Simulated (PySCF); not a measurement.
C₅H₄FO (doublet state).
Geometry (GFN2-xTB, Å), atoms numbered from 1 in this order:
```
atom  x, y, z in Å
C1     2.132   -1.990    0.829
C2     1.250   -1.366    0.303
C3     0.190   -0.668   -0.379
O4    -0.306   -1.083   -1.427
C5    -0.229    0.537    0.265
C6    -1.304    1.341   -0.329
F7    -1.585    2.460    0.402
H8     2.904   -2.520    1.306
H9     0.228    0.866    1.185
H10   -2.235    0.757   -0.413
H11   -1.039    1.668   -1.348
```

The hyperfine couplings belong to this conformer and change with its torsions.

Identity: `O=C([CH]CF)C#C` [radical].

Method: PySCF, UKS B3LYP, pcH-1 on C F H O, non-relativistic, mean-field spin-orbit, GIAO. One conformer (not necessarily the lowest) at the GFN2-xTB geometry, without solvent, vibrations or thermal averaging. The geometry wasn't refined by DFT: couplings that depend on bond lengths, twists or pyramidal angles can differ widely from those at the functional's own minimum. No stability test was run, so a lower SCF solution isn't excluded.

The isotropic 13C couplings are +63.9, -37.7, -30.9, -3.9, +1.0 MHz. Assign them to C1; C2; C3; C5; C6.

| site | a_iso (MHz) | ρ(0) (bohr⁻³) | position | distance from C5 (Å) | spin population | largest \|T\| (MHz) |
| --- | --- | --- | --- | --- | --- | --- |
| C1 | +1.0 | +0.0009 | 3 bonds from C5 | 3.50 | +0.02 | 3.4 |
| C2 | -3.9 | -0.0035 | 2 bonds from C5 | 2.41 | -0.01 | 1.4 |
| C3 | -37.7 | -0.0335 | 1 bond from C5 | 1.43 | -0.09 | 10.6 |
| C5 | +63.9 | +0.0568 | largest spin population | 0.00 | +0.80 | 125.0 |
| C6 | -30.9 | -0.0275 | 1 bond from C5 | 1.47 | -0.06 | 2.6 |

Match the computed a_iso(1H) values +107.6, -51.8, -1.7 MHz (means over equivalent nuclei) with the sites H8; H9; H10/H11.

```
   site  a_iso (MHz)  ρ(0) (bohr⁻³)            position  distance from C5 (Å)  bound to  spin population there  largest |T| (MHz)
     H8         -1.7        -0.0004     4 bonds from C5                  4.50        C1                  +0.02                2.2
     H9        -51.8        -0.0116   α, 1 bond from C5                  1.08        C5                  +0.80               31.4
H10/H11       +107.6        +0.0241  β, 2 bonds from C5                  2.13        C6                  -0.06                7.1
```

ρ(0) is the spin density at the nucleus and T the dipolar tensor; entries for several nuclei are means. The Mulliken spin populations are largest on C5 (+0.80), O4 (+0.29), C3 (-0.09) and C6 (-0.06). The positive populations add up to 1.20 and the negative ones to -0.20, together 2S = 1. The angles at C5 add up to 360.0°, so it is planar; its axial dipolar tensor and the negative coupling of its proton fit spin in a p orbital normal to that plane.

The spin density at the nucleus, in bohr⁻³, is negative for C3 (-0.0335), C6 (-0.0275) and H9 (-0.0116), for instance. A restricted open-shell determinant has no negative spin density anywhere; here it arises because α and β orbitals differ (spin polarisation).

Nuclei that the bonding pattern makes equivalent are averaged, as if the motion that swaps them (rotation, inversion, ring flip) were fast.
